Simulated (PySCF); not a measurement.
**How methods differ on the excitation energy of Al²⁺**

Al²⁺ [Ne] 3s1 (2S) → Al²⁺ [Ne] 3p1 (2P), as a difference of total energies. Calculation: PySCF 2.14, in aug-cc-pV(D+d)Z (5s4p3d, 32 functions); the non-relativistic Hamiltonian (point nucleus). The calculations carry no spin-orbit coupling.

```json
{"method": "UHF", "excitation energy (cm⁻¹)": "52742"}
{"method": "LDA", "excitation energy (cm⁻¹)": "50757"}
{"method": "PBE", "excitation energy (cm⁻¹)": "49434"}
{"method": "PBE0", "excitation energy (cm⁻¹)": "50260"}
{"method": "r2SCAN", "excitation energy (cm⁻¹)": "49338"}
{"method": "wB97X-V", "excitation energy (cm⁻¹)": "50900"}
{"method": "r2SCANh", "excitation energy (cm⁻¹)": "49784"}
{"method": "B97-3", "excitation energy (cm⁻¹)": "49604"}
{"method": "LC-wPBE", "excitation energy (cm⁻¹)": "51099"}
```

A first-order spin-orbit estimate (lowest level to lowest level, LS coupling) adds -0.014 eV.
